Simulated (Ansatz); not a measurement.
B(NH3)Cl3 (BNCl3H3) was relaxed with PBE0-D4 (def2-SVP) in Ansatz in these states: charge +1 doublet, neutral singlet. The geometries follow in no particular order.

A:

| atom | x (Å) | y (Å) | z (Å) |
| --- | --- | --- | --- |
| B1 | -0.5802 | 0.2796 | 0.4151 |
| N2 | 0.6461 | -0.3113 | -0.4622 |
| H3 | 0.7886 | 0.2642 | -1.2962 |
| H4 | 0.4385 | -1.2705 | -0.7519 |
| H5 | 1.5056 | -0.3105 | 0.0930 |
| Cl6 | -0.7132 | -0.8480 | 1.8484 |
| Cl7 | -2.0247 | 0.2207 | -0.7046 |
| Cl8 | -0.0608 | 1.9758 | 0.8584 |

B:

Cartesian coordinates in Å:
```
B -0.562 -0.184 0.392
N 0.697 0.228 -0.486
H 1.578 0.099 0.029
H 0.654 1.215 -0.771
H 0.762 -0.334 -1.345
Cl -2.081 0.070 -0.569
Cl -0.618 0.839 1.891
Cl -0.429 -1.934 0.859
```

Q: Judge from the bond lengths which geometry belongs to which state (an estimate).

A: A is the neutral singlet (B1–N2 1.620 Å, B1–Cl6 1.829 Å, B1–Cl7 1.829 Å); B is the charge +1 doublet (B1–N2 1.590 Å, B1–Cl6 1.815 Å, B1–Cl7 1.815 Å).
